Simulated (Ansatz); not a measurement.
`[O]=[V]([OH])([OH])[Cl]` + HCl → `[O]=[V]([OH])([Cl])[Cl]` + H₂O at 700 K and 1 bar (ligand exchange at a V–O bond).

Gas-phase electronic energies from Ansatz, PBE0-D4/def2-TZVP geometries. CCSD(T)/CBS is the MP2 limit (def2-TZVPP, def2-QZVPP) plus CCSD(T) − MP2 in def2-TZVPP, frozen cores. This one scheme is used for every species. For V outer-core shells are correlated without core-valence functions, which leaves a few kJ/mol of doubt a bond. Scalar relativity is left out up to krypton. Each species was taken in one conformer, which may not be the lowest.

```tsv
species	CCSD(T)/CBS energy (Eh)	H − E (kJ/mol)	S (J/(mol·K))
`[O]=[V]([OH])([OH])[Cl]`	-1630.12269	153.9	440.6
HCl	-460.38127	38.4	211.8
`[O]=[V]([OH])([Cl])[Cl]`	-2014.13218	117.0	436.9
H₂O	-76.37941	80.5	218.4
```

H − E and S are ideal-gas, rigid-rotor, harmonic terms from PBE0-D4/def2-TZVP, for one conformer and one mirror image of each species. 1 Eh = 2625.50 kJ/mol, R = 8.31446 J/(mol·K).

Task: By hand: ΔE, ΔH, ΔS and ΔG.

Result: ΔE = (-2014.13218) + (-76.37941) − (-1630.12269) − (-460.38127) = -0.00763 Eh = -20.0 kJ/mol. Δ(H − E) = 117.0 + 80.5 − 153.9 − 38.4 = 5.2, so ΔH = -14.8 kJ/mol. ΔS = 436.9 + 218.4 − 440.6 − 211.8 = 2.9 J/(mol·K). ΔG = -14.8 − 700 × (2.9)/1000 = -16.8 kJ/mol.

Task: By hand: the equilibrium constant, and the temperature at which ΔG would vanish if ΔH and ΔS stayed fixed.

Result: log₁₀ K = −ΔG/(RT ln 10) = 1.3. ΔH and −TΔS have one sign here, so there is no such temperature.

The number of gas molecules stays the same, so ΔS is small and ΔH decides. A doubt of 5 kJ/mol in ΔE shifts log₁₀ K by 0.4 here. Other conformers and mirror images would add mixing entropy, several J/(mol·K) or more a flexible species. These are equilibria of isolated gas molecules and say nothing of rates. Largest T1 diagnostic: 0.032 (customary marks: 0.02 for closed shells, 0.045 for open ones).

ΔS is within the doubt of such terms, so its sign, and with it that verdict, could turn.
